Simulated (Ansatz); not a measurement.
Born–Oppenheimer molecular dynamics of AlCl2H5OSi (10 atoms, charge 0, multiplicity 1). It starts at the highest image of a converged band, a first-order saddle point between two minima.

All numbers below come from Ansatz 0.2.0, RKS PBE-D4/def2-SVP.

```
ensemble                      : NVE (velocity Verlet)
time step                     : 0.5 fs
steps asked                   : 200
starting velocities drawn for : 100 K
seed                          : 9693
```

First frame:

```xyz
10
Properties=species:S:1:pos:R:3
Al -0.147 0.383 -0.137
Cl -0.153 0.042 2.342
O 1.313 -0.280 -0.708
Si 2.400 -1.384 -1.318
H 1.687 -2.485 -2.058
H 3.342 -0.691 -2.264
H 3.197 -1.992 -0.194
Cl -2.022 -0.254 -0.865
H -0.067 1.920 0.424
H -0.084 1.278 1.687
```

(1) How far do the bonds stretch over the last three quarters of this one trajectory? (Pairs bonded in most of those frames.)

Answers

(1) 
| bond | mean (Å) | spread (Å) | shortest | longest |
| --- | --- | --- | --- | --- |
| Al1–Cl2 | 2.718 | 0.097 | 2.56 | 2.88 |
| Al1–O3 | 1.716 | 0.017 | 1.69 | 1.75 |
| Al1–Cl8 | 2.127 | 0.015 | 2.10 | 2.15 |
| Al1–H9 | 1.590 | 0.010 | 1.57 | 1.61 |
| Cl2–H10 | 1.311 | 0.023 | 1.28 | 1.37 |
| O3–Si4 | 1.664 | 0.013 | 1.64 | 1.68 |
| Si4–H5 | 1.507 | 0.014 | 1.49 | 1.53 |
| Si4–H6 | 1.507 | 0.014 | 1.49 | 1.53 |
| Si4–H7 | 1.507 | 0.002 | 1.50 | 1.51 |

Pairs bonded in part of these frames only: Al1–Cl2 71 %.

Mean temperature of the second half: 110 K. The conserved energy stayed within 0.022 meV per atom of its start (net change 0.0076 meV per atom), so the integration is sound. A run of 0.1 ps of so small a system gives no equilibrium averages. The orbitals stay closed-shell, which can raise the energy where a bond breaks towards radicals; this wasn't checked here.

Run time: 3.9 min on 4 threads of Arm Neoverse V1, with other jobs on the host, peak memory 0.16 GiB.
